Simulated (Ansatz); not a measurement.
Geometry optimisation, Ansatz 0.2.0, RHF/def2-SVP.

Input:

```yaml
crystal:
  periodic: [false, false, false]
  atoms:
    - { symbol: Al, position_ang: [-0.063641, -0.137943, -0.130351] }
    - { symbol: Cl, position_ang: [-0.185683, -0.500616, 2.036758] }
    - { symbol: H, position_ang: [1.33488, 0.044622, -0.79733] }
    - { symbol: "N", position_ang: [-1.576266, -0.297258, -1.012954] }
    - { symbol: H, position_ang: [-2.466482, -0.508164, -0.602954] }
    - { symbol: H, position_ang: [-1.673117, -0.181293, -2.003802] }
    - { symbol: S, position_ang: [-0.221593, 3.059527, 1.168341] }
    - { symbol: H, position_ang: [-1.545519, 3.135572, 1.002728] }
    - { symbol: H, position_ang: [-0.291678, 2.073354, 2.118264] }
basis:
  gaussian: { orbitals: def2-SVP }
hamiltonian:
  xc: hf
relax:
  f_tol: 0.03
  max_steps: 50
```

Launched with:

```bash
$ ansatz run input.yaml --threads 1 --pin off --max-ram 2048MiB --backend cpu --events-out ev --progress --plain --runs-dir out
```

Q: Where does it end, and by what steps?

A: The run converged. The force dipped under the threshold on the way, but the program's further checks kept it going. After 24 steps the energy has fallen by 0.197 eV; H9 moved furthest, 0.53 Å.

| step | energy less start (eV) | largest force component (eV/Å) | accepted |
| --- | --- | --- | --- |
| 0 | 0.0000 | 0.915 | yes |
| 1 | -0.0766 | 0.782 | yes |
| 2 | -0.1115 | 0.862 | yes |
| 3 | -0.1558 | 0.693 | yes |
| 4 | -0.1655 | 0.646 | yes |
| 5 | -0.1199 | 0.950 | no |
| 6 | -0.1904 | 0.281 | yes |
| 7 | -0.1924 | 0.080 | yes |
| 8 | -0.1943 | 0.065 | yes |
| 9 | -0.1946 | 0.067 | yes |
| 10 | -0.1949 | 0.044 | yes |
| 11 | -0.1952 | 0.053 | yes |
| 12 | -0.1874 | 0.525 | no |
| 13 | -0.1953 | 0.032 | yes |
| 14 | -0.1956 | 0.024 | yes |
| 15 | -0.1895 | 0.468 | no |
| 16 | -0.1958 | 0.022 | yes |
| 17 | -0.1957 | 0.142 | no |
| 18 | -0.1960 | 0.050 | yes |
| 19 | -0.1962 | 0.078 | yes |
| 20 | -0.1955 | 0.146 | no |
| 21 | -0.1966 | 0.048 | yes |
| 22 | -0.1965 | 0.049 | no |
| 23 | -0.1968 | 0.014 | yes |
| 24 | -0.1970 | 0.005 | yes |

```xyz
9
Properties=species:S:1:pos:R:3
Al -0.118 0.020 0.018
Cl -0.270 -0.760 2.008
H 1.305 0.175 -0.624
N -1.581 -0.132 -0.974
H -2.464 -0.471 -0.645
H -1.610 -0.014 -1.969
S -0.314 2.677 0.825
H -1.634 2.679 1.027
H -0.003 2.512 2.113
```

The run took 50 s on 1 thread of Arm Neoverse V1, on a shared host, peak memory 0.17 GiB.
